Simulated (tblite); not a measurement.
Species: C2H8BNSi2.
Cartesian coordinates in Å at the GFN2-xTB level; atoms count from 1:
```
atom  x, y, z in Å
C1     3.251    0.185    0.211
C2     2.149   -0.298    0.272
B3     0.792   -0.970    0.333
N4    -0.408   -0.223    0.367
Si5   -0.392    1.535    0.333
Si6   -1.974   -1.017    0.319
H7     4.212    0.612    0.162
H8     0.748   -2.145    0.344
H9     0.783    2.015    1.051
H10   -1.615    1.982    1.006
H11   -0.397    1.968   -1.068
H12   -1.780   -2.450    0.509
H13   -2.583   -0.737   -0.985
H14   -2.787   -0.460    1.403
```

Computed with GFN2-xTB (tblite): harmonic, unscaled wavenumbers at the GFN2-xTB geometry, gas phase. This tight-binding method is rough: wavenumbers can miss measured ones by several per cent, in bad cases by 10 to 20. Modes of hydrogen on boron and silicon can be 10 to 20 % off. The optimisation stopped once no atom felt more than 0.01 eV/Å.

Lowest wavenumbers of the output (negative numbers stand for imaginary wavenumbers):
```
mode    cm-1
  1     -45.3
  2      51.4
  3      81.2
  4     124.4
  5     230.6
  6     254.6
  7     258.9
  8     292.4
  9     409.0
 10     561.6
 11     565.2
 12     567.1
 13     614.1
 14     628.2
 15     667.1
```

**Question.** Is this structure a minimum?

**Answer.** Not by this Hessian. 1 mode is imaginary beyond 20i (45i cm⁻¹), so at this level the point lies at or near a first-order saddle. The curvature is small, so loose convergence or finite differences may be the whole cause.

**Question.** Which atoms move in the imaginary mode?

**Answer.** 45i: H11 (Si–H hydrogen) 34 %, H9 (Si–H hydrogen) 23 %, H10 (Si–H hydrogen) 23 %. These are shares of the mass-weighted motion.

**Question.** What is the remedy?

**Answer.** Step along that mode in both directions, optimise again with tighter thresholds and repeat the frequencies. The zero-point energy of this point (53.4 kcal/mol) counts the 35 real modes alone, and thermal corrections from it aren't those of a minimum.
